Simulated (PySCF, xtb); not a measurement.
Si(F)(Cl)(Br)(OH) (BrClFHOSi), SMILES F[Si](Cl)(O)Br.

The structure is a stationary point at B3LYP-D3(BJ)/def2-SVP. This is a generated structure with no PubChem entry under its InChIKey; it may be hypothetical. One conformer was computed; it need not be the lowest.

Calculation: IEF-PCM-B3LYP/def2-SVP (PySCF 2.14.0).

The values are the electrostatic part of the solvation free energy, E(continuum) − E(gas) at the gas-phase geometry, in a cavity of scaled van der Waals radii (PySCF's table); cavitation and dispersion terms are not included. In vacuum the orbital gap is 8.33 eV. The dipole moment in vacuum is 1.85 D.

```csv
solvent,ε,ΔG(elec) (kcal/mol),dipole (D),gap (eV)
water,78.36,-4.8,2.30,8.38
ethanol,24.85,-4.6,2.28,8.38
chloroform,4.71,-3.4,2.16,8.38
```

For comparison, GFN2-xTB/ALPB(water) (xtb, at the GFN2-xTB geometry, all terms of that model) gives -4.8 kcal/mol.
